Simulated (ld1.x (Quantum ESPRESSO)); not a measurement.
# P: one change to an ultrasoft potential, before and after

- Element: P (Z = 15)
- Generator: ld1.x (Quantum ESPRESSO) 7.5
- Type: ultrasoft
- Functional: PBE
- Relativity: scalar-relativistic
- Frozen core: [Ne]
- Valence charge: 5
- Reference configuration: 3s2 3p3
- Partial waves: 3s (bound): rcut 1.20, rcutus 1.65 bohr; 3s channel at 1.65 Ry: rcut 1.20, rcutus 1.65 bohr; 3p (bound): rcut 1.65, rcutus 2.20 bohr; 3p channel at 0.3 Ry: rcut 1.65, rcutus 2.20 bohr; 3d channel at -0.15 Ry: rcut 1.85, rcutus 2.45 bohr; 3d channel at 0.45 Ry: rcut 1.85, rcutus 2.45 bohr
- Local potential: all-electron potential smoothed inside 2.35 bohr (lloc = -1)
- Core correction: Bessel-smoothed model core inside 1.05 bohr
- Augmentation charge: PSQ, radius 1.20 bohr

All-electron outer shells of the reference configuration (PBE, scalar-relativistic, ld1.x):

| shell | level (eV) | outermost node (bohr) | outermost maximum (bohr) |
| --- | --- | --- | --- |
| 2s | -173.99 | 0.14 | 0.42 |
| 2p | -124.49 | – | 0.36 |
| 3s | -13.97 | 0.65 | 1.58 |
| 3p | -5.51 | 0.64 | 1.83 |

Change: all radii but the core radius scaled by about 1.27 (s 2.10, p 2.80, d 3.12 bohr, rcut 1.52/2.10/2.36); local potential all-electron potential smoothed inside 3.00 bohr (lloc = -1); augmentation PSQ, radius 1.52 bohr.

Cutoffs: the cutoffs (Ry, on a coarse ladder) from which the occupation-weighted sum of valence levels, in a spherical-Bessel basis at the reference potential, stays within 10 and 1 mRy of its value at 400 Ry; they do not see the model core or the augmentation charge, which bear on the density cutoff. Errors are all-electron minus pseudo energies relative to the spin-unpolarised reference configuration.

Q: How do hardness, ghosts and transferability respond?

A: The potential gets softer (12 Ry and 18 Ry → 8 Ry and 12 Ry); the number of tests with a reliable result goes from 7 to 3 (the test run of the changed file stopped, so its transferability is not established); of the 3 tests that both files solve, the error grows in 3 and shrinks in 0 by more than 15 % and 0.3 meV (median size 3.5 → 10.2 meV); neither file shows a bound ghost. A larger radius leaves more room for a smooth pseudo-wave, so fewer plane waves are needed. More of the atom is replaced by a form fitted at one configuration, so other configurations suffer.

```tsv
quantity	base	changed
cutoff, loose	12 Ry	8 Ry
cutoff, tight	18 Ry	12 Ry
loose cutoff by channel (10 mRy a level)	s 8 Ry, p 10 Ry	s 6 Ry, p 6 Ry
bound ghosts	none	none
tests with a reliable result	7 of 7	3 of 7 (the test run stopped)
error for 3s2 3p2, meV [ΔE 9.73 eV]	0.0	+0.6
error for 3s2 3p1, meV [ΔE 28.88 eV]	+3.5	+10
error for 3s2 3p0, meV [ΔE 58.62 eV]	+15	+48
lowest overlap eigenvalue by channel	s 0.39, p 0.86, d 0.95	s 0.45, p 0.66, d 0.96
```
